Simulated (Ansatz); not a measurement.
Basis-set extrapolation for CH$_{8}$N$_{2}$Si$_{2}$, SMILES `[SiH3]/N=C\N[SiH3]` (PBE0-D4/def2-TZVP geometry, frozen core, Ansatz 0.2.0). Multiplicity 1, RHF reference.

|  | def2-TZVPP | def2-QZVPP |
| --- | --- | --- |
| HF | -729.398716 | -729.424424 |
| MP2 correlation | -0.821274 | -0.879292 |
| CCSD(T) correlation | -0.909886 | not run |

Energies in hartree. Use E(X) = E(∞) + A·exp(−7.88·√X) for Hartree–Fock and E(X) = E(∞) + B·X^(−2.97) for correlation, with X = 3 and 4, and add CCSD(T) minus MP2 of the smaller set to the MP2 limit.

What is the CCSD(T) energy at the basis-set limit?

HF limit: -729.424424 + (-0.025708) × 0.13774 = -729.42797. MP2 limit: -0.879292 + (-0.058018) × 0.74074 = -0.92227. Higher-order term: -0.909886 − (-0.821274) = -0.08861. Total: -730.43885 hartree, 81.7 kcal/mol below CCSD(T)/def2-TZVPP.
